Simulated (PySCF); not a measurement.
**Peak assignment**

Molfile (atoms numbered from 1):
```
C3H10OSi2
     RDKit          3D

 16 16  0  0  0  0  0  0  0  0999 V2000
    2.6113    0.5536    0.0822 Si  0  0  0  0  0  4  0  0  0  0  0  0
    1.2676   -0.1856   -0.4220 O   0  0  0  0  0  0  0  0  0  0  0  0
    0.0642   -0.4261    0.2382 C   0  0  0  0  0  0  0  0  0  0  0  0
   -0.7979    0.8312    0.4731 C   0  0  0  0  0  0  0  0  0  0  0  0
   -2.3484   -0.0906   -0.1507 Si  0  0  0  0  0  4  0  0  0  0  0  0
   -0.9120   -1.2587   -0.6148 C   0  0  0  0  0  0  0  0  0  0  0  0
    3.1990   -0.1354    1.2372 H   0  0  0  0  0  0  0  0  0  0  0  0
    2.3668    1.9451    0.4796 H   0  0  0  0  0  0  0  0  0  0  0  0
    3.4107    0.4418   -1.1273 H   0  0  0  0  0  0  0  0  0  0  0  0
    0.2690   -0.9271    1.1924 H   0  0  0  0  0  0  0  0  0  0  0  0
   -0.4738    1.6291   -0.1924 H   0  0  0  0  0  0  0  0  0  0  0  0
   -0.7573    1.2103    1.4911 H   0  0  0  0  0  0  0  0  0  0  0  0
   -3.1056    0.5165   -1.2431 H   0  0  0  0  0  0  0  0  0  0  0  0
   -3.2273   -0.5870    0.9089 H   0  0  0  0  0  0  0  0  0  0  0  0
   -0.6218   -1.1979   -1.6618 H   0  0  0  0  0  0  0  0  0  0  0  0
   -0.9521   -2.3101   -0.3429 H   0  0  0  0  0  0  0  0  0  0  0  0
  1  2  1  0
  2  3  1  0
  3  4  1  0
  4  5  1  0
  5  6  1  0
  6  3  1  0
  1  7  1  0
  1  8  1  0
  1  9  1  0
  3 10  1  0
  4 11  1  0
  4 12  1  0
  5 13  1  0
  5 14  1  0
  6 15  1  0
  6 16  1  0
M  END
```

One computed conformer, in vacuum, no relativistic terms, equivalent nuclei averaged. Geometry from GFN2-xTB; PBE0/pcSseg-1 with gauge-including orbitals; PySCF.

Shifts are taken against calculated references (same method and geometry level): ¹³C (186.93 ppm) and ¹H (31.72 ppm) against TMS.

**Question.** Assign these signals to the numbered atoms. ¹³C{¹H} NMR (computed): δ 71.0 (CH), 23.4 (CH2).

**Answer.** 
| δ (ppm) | atoms | environment | reason |
| --- | --- | --- | --- |
| 71.0 | C3 | sp3 CH bonded to O | pulled downfield by the heteroatom |
| 23.4 | C4/C6 | sp3 CH2 bonded to Si | – |

**Question.** Assign these signals to the numbered atoms. ¹H NMR (400 MHz, computed): δ 4.84 (s, 3H), 4.53 (m, 1H), 4.40 (m, 1H), 4.33 (m, 1H), 1.95 (m, 2H), 1.77 (m, 2H).

**Answer.** 
| δ (ppm) | atoms | environment | reason |
| --- | --- | --- | --- |
| 4.84 | H7/H8/H9 | hydrogen on a silicon bonded to O | – |
| 4.53 | H13 | hydrogen on a silicon bonded to 2 C, in a 4-membered ring | – |
| 4.40 | H10 | hydrogen on an sp3 CH bonded to O | its carbon carries O, hence the downfield position |
| 4.33 | H14 | hydrogen on a silicon bonded to 2 C, in a 4-membered ring | – |
| 1.95 | H12/H16 | hydrogen on an sp3 CH2 bonded to Si | – |
| 1.77 | H11/H15 | hydrogen on an sp3 CH2 bonded to Si | – |

H10 and H14 lie closer than the usual error of such a calculation, so a measured spectrum could show them in the other order.

Shifts are as computed. Against solution values, carbons near 30 ppm lie about +3 ppm off and those near 130 ppm about +5 ppm. Of 1211 compounds with measured shifts, 218 miss one by over three times the rms of a fit or turn the order of signals round; such compounds aren't used in these exercises. Multiplicities follow the n + 1 count of equivalent neighbours, as no J values were calculated; m marks all less simple cases, F and P coupling included.
